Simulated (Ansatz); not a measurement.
What each rung costs, and what it gives

Saddle point of BH2ClO2F2, closed shell (BClF₂ ([F][B]([F])[Cl]) + H₂O₂ ([OH][OH]) → BHO₂F₂ ([OH][O][B]([F])[F]) + HCl; bonds formed: Cl2–H5; dative contacts that become bonds: B1–O6; bonds broken: B1–Cl2, H5–O6), PBE0-D4/def2-TZVP structure:

```xyz
8
angstrom
B -0.2814 -0.8452 0.0443
Cl 0.6690 -0.6972 -1.9427
F -1.5809 -0.7316 -0.1072
F 0.2510 -1.9067 0.6192
H 0.8677 0.3200 -0.8323
O 0.4826 0.4189 0.3587
O -0.3752 1.5418 0.5145
H -0.0328 1.9000 1.3452
```

Barriers are electronic and count from the start structure reached by relaxing down the imaginary mode.

Computed with Ansatz 0.2.0 (basis: as named in each row); correlated methods freeze the cores. B3LYP uses VWN-RPA correlation. Extrapolation: Hartree–Fock as exp(−7.88 √X), correlation as X^−2.97.

Times are rough, for one single point on 4 threads of a shared host (Arm Neoverse V1).

The estimate by CCSD(T) at an estimated basis limit (MP2 extrapolated from triple and quadruple zeta, plus CCSD(T) − MP2 in triple zeta) is 85.2 kJ/mol.

```json
{"method": "HF", "basis": "STO-3G", "time (s)": "under 1", "barrier (kJ/mol)": "106.0", "method less estimate": "20.8"}
{"method": "PBE-D4", "basis": "STO-3G", "time (s)": "under 1", "barrier (kJ/mol)": "-8.5", "method less estimate": "-93.7"}
{"method": "SPW92", "basis": "def2-SVP", "time (s)": "under 1", "barrier (kJ/mol)": "37.1", "method less estimate": "-48.2"}
{"method": "PBE-D4", "basis": "def2-SVP", "time (s)": "under 1", "barrier (kJ/mol)": "51.6", "method less estimate": "-33.6"}
{"method": "B3LYP-D4", "basis": "6-31G", "time (s)": "under 1", "barrier (kJ/mol)": "97.3", "method less estimate": "12.1"}
{"method": "PBE0-D4", "basis": "def2-SVP", "time (s)": "1", "barrier (kJ/mol)": "68.8", "method less estimate": "-16.4"}
{"method": "SPW92", "basis": "def2-TZVPP", "time (s)": "1", "barrier (kJ/mol)": "45.7", "method less estimate": "-39.5"}
{"method": "PBE-D4", "basis": "def2-TZVPP", "time (s)": "2", "barrier (kJ/mol)": "58.7", "method less estimate": "-26.5"}
{"method": "BLYP-D4", "basis": "def2-TZVPP", "time (s)": "2", "barrier (kJ/mol)": "63.3", "method less estimate": "-21.9"}
{"method": "B3LYP-D4", "basis": "def2-TZVPP", "time (s)": "2", "barrier (kJ/mol)": "74.1", "method less estimate": "-11.1"}
{"method": "BHLYP-D4", "basis": "def2-TZVPP", "time (s)": "2", "barrier (kJ/mol)": "90.6", "method less estimate": "5.4"}
{"method": "PBE0-D4", "basis": "def2-TZVPP", "time (s)": "3", "barrier (kJ/mol)": "72.6", "method less estimate": "-12.6"}
{"method": "CAM-B3LYP-D4", "basis": "def2-TZVPP", "time (s)": "3", "barrier (kJ/mol)": "78.4", "method less estimate": "-6.8"}
{"method": "r2SCAN-D4", "basis": "def2-TZVPP", "time (s)": "4", "barrier (kJ/mol)": "68.1", "method less estimate": "-17.2"}
{"method": "wB97M-V", "basis": "def2-SVP", "time (s)": "4", "barrier (kJ/mol)": "75.0", "method less estimate": "-10.2"}
{"method": "r2SCAN0-D4", "basis": "def2-TZVPP", "time (s)": "4", "barrier (kJ/mol)": "77.7", "method less estimate": "-7.5"}
{"method": "RPA on PBE", "basis": "def2-TZVPP", "time (s)": "4", "barrier (kJ/mol)": "80.5", "method less estimate": "-4.7"}
{"method": "PBE-QIDH", "basis": "def2-TZVPP", "time (s)": "5", "barrier (kJ/mol)": "82.0", "method less estimate": "-3.2"}
{"method": "B2PLYP", "basis": "def2-TZVPP", "time (s)": "5", "barrier (kJ/mol)": "78.7", "method less estimate": "-6.5"}
{"method": "CCSD(T)", "basis": "def2-SVP", "time (s)": "5", "barrier (kJ/mol)": "88.5", "method less estimate": "3.3"}
{"method": "wB97X-V", "basis": "def2-TZVPP", "time (s)": "6", "barrier (kJ/mol)": "83.1", "method less estimate": "-2.1"}
{"method": "B97M-V", "basis": "def2-TZVPP", "time (s)": "7", "barrier (kJ/mol)": "81.5", "method less estimate": "-3.7"}
{"method": "wB97M-V", "basis": "def2-TZVPP", "time (s)": "7", "barrier (kJ/mol)": "80.9", "method less estimate": "-4.3"}
{"method": "MP2", "basis": "def2-QZVPP", "time (s)": "16", "barrier (kJ/mol)": "80.5", "method less estimate": "-4.7"}
{"method": "CCSD(T)", "basis": "def2-TZVPP", "time (s)": "150", "barrier (kJ/mol)": "85.2", "method less estimate": "-0.1"}
```

All methods are single points on the PBE0-D4 structures; a negative value means that the method puts the saddle structure below the start.

T1 diagnostic: at most 0.013.

Labels in which every atom is bracketed show which atoms are joined, not bond orders.
